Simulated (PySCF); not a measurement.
C8H7NO, SMILES c1ccc([nH]1)-c1ccco1 (GFN2-xTB optimised geometry):

```
17

C     -0.729    -2.950     0.000
C      0.642    -2.950     0.000
N      1.066    -1.663     0.000
C     -0.012    -0.826     0.000
C      0.139     0.600     0.000
C     -0.788     1.612     0.000
C     -0.055     2.820     0.000
C      1.258     2.467     0.000
O      1.390     1.126     0.000
C     -1.149    -1.611     0.000
H     -1.363    -3.815     0.000
H      1.334    -3.769     0.000
H      2.022    -1.349     0.000
H     -1.852     1.502     0.000
H     -0.452     3.815     0.000
H      2.160     3.045     0.000
H     -2.160    -1.257     0.000
```

Level of theory: PySCF with PBE0/def2-SVP.

Question: What are the frontier orbital energies and the dipole moment?

Answer: HOMO-2 -7.57 eV, HOMO-1 -7.16 eV, HOMO -5.35 eV, LUMO -0.28 eV, LUMO+1 1.58 eV; dipole moment 1.31 D.

Meta-Löwdin charges at PBE0/def2-SVP: C1 -0.17, C2 -0.08, N3 -0.15, C4 0.03, C5 0.16, C6 -0.18, C7 -0.16, C8 0.03, O9 -0.25, C10 -0.18, H11 0.11, H12 0.12, H13 0.24, H14 0.12, H15 0.12, H16 0.12, H17 0.11.
